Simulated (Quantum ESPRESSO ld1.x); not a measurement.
Problem. All-electron atom: I5+ in [Kr] 4d10 5s2 (the NIST ground configuration). All-electron calculation, non-relativistic Kohn-Sham, LDA (Slater exchange, Perdew-Zunger correlation), spin-polarised, spherical densities, point nucleus; relativity is left out, which matters for an element this heavy. Program: ld1.x of Quantum ESPRESSO 7.5. Some entries of the table are withheld. Estimate them.

orbital  occ.  eigenvalue (eV)  <r^2> (bohr^2)
1s          2         -31674.0        0.001102
2s          2              (1)             (2)
2p          6         -4538.69         0.01344
3s          2              (3)          0.1230
3p          6         -898.106          0.1175
3d         10              (4)         0.09871
4s          2         -224.709          0.6673
4p          6         -182.624          0.7329
4d         10         -110.559          0.9494
5s          2         -67.1512           3.594

Solution. 
(1) 2s eigenvalue (eV): -4823.50
(2) 2s <r^2> (bohr^2): 0.01792
(3) 3s eigenvalue (eV): -1018.15
(4) 3d eigenvalue (eV): -674.167
